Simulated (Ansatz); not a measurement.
Isolated molecules relaxed with PBE0-D4/def2-TZVP in Ansatz; ΔE leaves out vibrations. CCSD(T)/CBS adds triple-zeta CCSD(T) − MP2 to the extrapolated MP2 energy (def2 sets, frozen cores). This one scheme is used for every species, atoms too. DFT in def2-TZVPP. B3LYP here is the variant with VWN-RPA as its local correlation; programs differ in this. No spin–orbit coupling; open shells (•) take unrestricted orbitals. Spin–orbit coupling would lower the free atoms: a little for S, Si. One conformer a species, not always the lowest.

Reaction (atomization): `[SiH3]S[SiH2]S[SiH3]` → 8 H• + 2 S• + 3 Si•

| level | ΔE (kJ/mol) |
| --- | --- |
| B2PLYP | 3860.3 |
| B3LYP | 3850.0 |

**Question.** What does CCSD(T)/CBS give? (Estimate.)

**Answer.** Computed: +3955.2 kJ/mol. The listed levels differ from it by -94.9, -105.2 kJ/mol.

Largest T1 diagnostic among the species: 0.012.

The D4 term adds +76.7 kJ/mol with B3LYP and +40.8 kJ/mol with PBE0; it sums over pairs of atoms, weighted by their polarisabilities, and B3LYP, whose exchange is more repulsive, gets the larger term. In def2-TZVPP, CCSD(T) changes the Hartree–Fock value by +874.9 kJ/mol (the triples alone add +49.6 kJ/mol) and MP2 by +876.3 kJ/mol; breaking electron pairs costs correlation energy, which Hartree–Fock lacks.

For atomizations the MP2-based limit and the directly extrapolated one differ by several kJ/mol either way, and by 10 to 25 for some Ge, Se and Sn compounds, so smaller differences from it don't rank the levels.
